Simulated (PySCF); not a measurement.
Assigning NMR signals

Numbering as in the mapped SMILES `[CH2:1]=[CH:2][Si@H:3]([CH:4]=[O:5])[C:6](=[CH2:7])[O:8][SiH3:9]`. Each H is labelled by its parent atom. Ha(C1), Ha(C7) are cis to Si3; Hb(C1), Hb(C7) are trans to Si3.

PySCF calculation with PBE0/pcSseg-1 with gauge-including orbitals and GFN2-xTB structure; no solvent, relativity neglected, one averaged value for each set of equivalent atoms, single conformer.

Referencing at the same level of theory: $^{13}$C and $^{1}$H vs TMS.

Q: Assign these signals to the numbered atoms. $^{13}$C{$^{1}$H} NMR (computed): δ 243.4 (CH), 170.7 (C), 144.9 (CH2), 138.0 (CH), 108.1 (CH2).

A: 
| δ (ppm) | atoms | environment | reason |
| --- | --- | --- | --- |
| 243.4 | C4 | carbonyl carbon | – |
| 170.7 | C6 | alkene carbon bearing oxygen | an sp2 carbon further deshielded by the attached heteroatom |
| 144.9 | C1 | terminal =CH2 carbon | an sp2 carbon of a C=C bond |
| 138.0 | C2 | alkene CH | an sp2 carbon of a C=C bond |
| 108.1 | C7 | β carbon of an enol-ether or enamine type C=C | the O or N lone pair pushes π density onto this β carbon and shields it |

Q: Assign these signals to the numbered atoms. $^{1}$H NMR (400 MHz, computed): δ 12.40 (d, 1H), 6.96 (m, 1H), 6.59 (m, 1H), 6.26 (m, 1H), 5.04 (m, 1H), 5.04 (s, 3H), 4.91 (m, 1H), 4.22 (m, 1H).

A: 
| δ (ppm) | atoms | environment | reason |
| --- | --- | --- | --- |
| 12.40 | H(C4) | hydrogen on a carbonyl carbon | – |
| 6.96 | H(C2) | hydrogen on an alkene CH | attached to an sp2 carbon and in the plane of the double bond |
| 6.59 | Hb(C1) | hydrogen on a terminal =CH2 carbon | attached to an sp2 carbon and in the plane of the double bond |
| 6.26 | Ha(C1) | hydrogen on a terminal =CH2 carbon | – |
| 5.04 | Hb(C7) | hydrogen on a β carbon of an enol-ether or enamine type C=C | lone-pair donation from O or N shields it, upfield of ordinary alkene protons |
| 5.04 | H(Si9) | hydrogen on a silicon bonded to O | – |
| 4.91 | Ha(C7) | hydrogen on a β carbon of an enol-ether or enamine type C=C | lone-pair donation from O or N shields it, upfield of ordinary alkene protons |
| 4.22 | H(Si3) | hydrogen on a silicon bonded to 3 C | – |

Hb(C7) and H(Si9) lie closer than the usual error of such a calculation, so a measured spectrum could show them in the other order.

Shifts are as computed. Against solution values, carbons near 30 ppm lie about +3 ppm off and those near 130 ppm about +5 ppm. Of 1211 compounds with measured shifts, 218 miss one by over three times the rms of a fit or turn the order of signals round; such compounds aren't used in these exercises. Multiplicities follow the n + 1 count of equivalent neighbours, as no J values were calculated; m marks all less simple cases, F and P coupling included.
